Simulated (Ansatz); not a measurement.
One change: `B[CH](Cl)[GeH3]` becomes `BC(Cl)I`.

Ansatz, PBE0-D4/def2-TZVP geometries, multiplicity 1.  `BC(Cl)I` holds a close contact that its SMILES doesn't draw: I···B 2.47 Å.

Elements past krypton have def2 core potentials. Scalar relativity is left out up to krypton. Spin–orbit coupling is left out; it splits and shifts lone-pair levels of the heavy atoms by tenths of an eV.

| property | `B[CH](Cl)[GeH3]` |
| --- | --- |
| HOMO energy (ωB97M-V/def2-TZVPP) / eV | -10.05 |
| LUMO energy (PBE/def2-TZVPP) / eV | -2.54 |
| size of the dipole moment (ωB97M-V/def2-TZVPP) / D | 1.71 |
| LUMO energy (B3LYP/def2-TZVPP) / eV | -1.80 |
| size of the dipole moment (PBE/def2-TZVPP) / D | 1.65 |
| HOMO–LUMO gap (ωB97M-V/def2-TZVPP) / eV | 10.35 |

Question: Give the same properties after the change, and the shifts. (Estimate.)

Answer: Ansatz gave: 
```tsv
property	`BC(Cl)I`	shift
HOMO energy (ωB97M-V/def2-TZVPP) / eV	-10.08	-0.03
LUMO energy (PBE/def2-TZVPP) / eV	-2.96	-0.42
size of the dipole moment (ωB97M-V/def2-TZVPP) / D	1.14	-0.57
LUMO energy (B3LYP/def2-TZVPP) / eV	-2.30	-0.50
size of the dipole moment (PBE/def2-TZVPP) / D	1.20	-0.45
HOMO–LUMO gap (ωB97M-V/def2-TZVPP) / eV	9.97	-0.38
```

With PBE0 the HOMO falls by 0.07 eV and the LUMO falls by 0.49 eV, so the gap narrows by about 0.42 eV. PBE moves the HOMO by -0.15 eV and ωB97M-V by -0.03 eV. Dipoles are sizes alone; their direction can turn.

B3LYP here is the variant with VWN-RPA as its local correlation; programs differ in this.
